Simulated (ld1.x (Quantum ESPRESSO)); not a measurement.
boron, TM: configuration errors across variants

ld1.x (Quantum ESPRESSO) 7.5 input, shortened:

```
&input
   title='B', zed=5., rel=0, dft='PBE', iswitch=3,
   config='[He] 2s2 2p0.75 3d-2'
 /
 &inputp
   pseudotype=2, tm=.true., lloc=2,
   nlcc=.true., new_core_ps=.true., rcore=0.70
 /
3
2S  1  0   2.00   0.00  1.00  1.00  0.0
2P  2  1   0.75   0.00  3.65  3.65  0.0
3D  3  2  -2.00   0.35  3.80  3.80  0.0
 &test
   configts(1)='2s2 2p0.75'
 /
```

All-electron excitation energies from the reference (eV): (1) 2s2 2p1 -1.164; (2) 2s2 2p0 7.058; (3) 2s1 2p0 32.473; (4) 2s0 2p3 10.544; (5) 2s2 2p0.5 1.725; (6) 2s1 2p1 13.191; (7) 2s1 2p2 4.681.

3 further variants failed, have other tests or another functional or relativity, and are left out.

A true bound ghost makes a file unfit for plane-wave use even where its test errors are small: the radial tests pick states by their node count and pass the ghost by.

Errors AE − PS in meV (a dash: test not solved or not reliable):

```csv
change,(1),(2),(3),(4),(5),(6),(7),bound ghosts
base,+4.8,+119,+386,-84,+8.5,-94,-6.2,none
local potential all-electron potential smoothed inside 1.65 bohr (lloc = -2),+4.4,+114,+374,-84,+8.0,-99,-6.1,none
"all radii but the core radius scaled by about 1.36 (s 1.36, p 4.94, d 5.16 bohr)",+15,+292,+902,-190,+23,-202,-1.0,none
wave 3d channel at 0.35 Ry: rc 3.80 bohr becomes 3d channel at 0.35 Ry: rc 5.52 bohr,+5.3,+124,+424,-84,+9.1,-85,-5.9,none
wave 3d channel at 0.35 Ry: rc 3.80 bohr becomes 3d channel at 0.31 Ry: rc 3.80 bohr,+4.8,+119,+384,-84,+8.5,-94,-6.2,none
wave 2p (bound): rc 3.65 bohr becomes 2p (bound): rc 3.74 bohr,+5.3,+129,+416,-90,+9.3,-102,-6.0,none
```

**Question.** Give the same row for: wave 2s (bound): rc 1.00 bohr becomes 2s (bound): rc 0.74 bohr.

**Answer.** +4.8, +119, +394, -90, +8.5, -94, -7.7; bound ghosts: s.
